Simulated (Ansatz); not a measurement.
`OP1[SiH2][Se]1`. Charge 0, multiplicity 1.

```xyz
7

O    -0.9044    1.0586   -1.1991
P    -0.7143   -0.5450   -0.8449
Si    0.3659   -0.3655    1.0971
Se    1.5811   -0.8982   -0.7055
H    -1.0477    1.1793   -2.1434
H     0.5381    0.9869    1.6723
H     0.1812   -1.4161    2.1235
```

Problem. What are the harmonic wavenumbers in cm⁻¹ at PBE0-D4/def2-TZVP (Ansatz, finite differences of forces, unscaled)? (Best estimate.)

Solution. Ansatz gave: 191, 214, 304, 338, 392, 503, 539, 562, 639, 802, 935, 1041, 2243, 2264, 3845.

Problem. Is this a minimum?

Solution. Yes, all 15 modes are real.

Problem. Give the ideal-gas thermochemistry at 298.15 K and 1 bar (rigid rotor, harmonic oscillator; point group C1, symmetry number 1).

Solution. Zero-point energy 88.6 kJ/mol; H(298) − E = 106.7 kJ/mol; entropy 330.2 J/(mol·K), of which translation 171.9, rotation 114.9, vibration 43.4; G(298) − E = 8.2 kJ/mol.
